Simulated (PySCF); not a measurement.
## Stationary points of Au₂O

All numbers come from PySCF, PBE0, basis O def2-TZVP, Au def2-TZVP with ECP60 (scalar-relativistic core potentials, no spin–orbit coupling, density fitting).

Relaxations began from a few typed shapes. The search is not exhaustive: other isomers or separated fragments can lie lower, and high-lying points may rest on an excited occupation.

```json
{"spin": "singlet", "group": "C2v", "bonds": "Au–Au 3.031 Å, O–Au 1.947 Å (×2)", "angles": "Au–Au–O 38.9° (×2), Au–O–Au 102.2°", "imaginary modes (cm⁻¹)": "none", "ΔE (kJ/mol)": "0.0", "ΔE with ZPE (kJ/mol)": "0.0"}
{"spin": "singlet", "group": "D∞h", "bonds": "O–Au 1.916 Å (×2)", "angles": "Au–O–Au 180.0°", "imaginary modes (cm⁻¹)": "309i, 309i", "ΔE (kJ/mol)": "92.0", "ΔE with ZPE (kJ/mol)": "–"}
```

The lowest minimum found is the singlet C2v: Au–Au 3.031 Å, O–Au 1.947 Å (×2); Au–Au–O 38.9° (×2), Au–O–Au 102.2°.

For the lowest minimum: no spin–orbit coupling is included, which matters more the heavier the element.
